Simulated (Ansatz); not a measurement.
`FC1(F)O[CH]1[AlH2]`, relaxed with RKS PBE0-D4/def2-TZVP in Ansatz from a PBE-D4/def2-SVP geometry. The force threshold is 0.005 eV/Å; the program also tests the step.

Total charge 0; spin multiplicity 1.

Start:

```xyz
9

F    -1.109    1.381    0.468
C    -0.362    0.442    1.139
F    -0.045    0.954    2.339
O    -0.819   -0.824    1.093
C     0.484   -0.461    0.358
Al    0.223   -0.269   -1.605
H     1.370   -0.853    0.897
H    -1.074   -0.914   -2.267
H     1.330    0.544   -2.422
```

Problem. How much energy does the relaxation release, and in how many steps? (An estimate is asked.)

Solution. Computed: 5.03 kJ/mol, in 14 steps, 2 of them rejected.

Problem. Which bonds change most? (An estimate is asked.)

Solution. The calculation gave: F1–C2 from 1.375 to 1.344 Å; O4–C5 from 1.539 to 1.514 Å; C5–H7 from 1.108 to 1.090 Å; C5–Al6 from 1.989 to 1.973 Å.

Problem. Give the relaxed structure. (Estimate.)

Solution. Ansatz gave: 
```xyz
9

F    -1.273    1.329    0.652
C    -0.407    0.441    1.171
F    -0.030    0.897    2.364
O    -0.752   -0.847    1.089
C     0.454   -0.354    0.317
Al    0.250   -0.284   -1.644
H     1.374   -0.668    0.812
H    -1.105   -0.768   -2.289
H     1.488    0.254   -2.472
```
